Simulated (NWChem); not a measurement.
System: AlHBr2; SMILES [Br][AlH][Br]

Computed with NWChem. Geometry: optimised at B3LYP/6-31G* (spherical d). Ions are spin-unrestricted doublets at the neutral geometry; other ion states weren't tried.

For level PBE/def2-SVP:

* **−ε(HOMO) (eV)**: 7.25

Question: What are these values for level PBE0/def2-SVP?

Answer: The −ε(HOMO) (eV) comes out as 8.57.
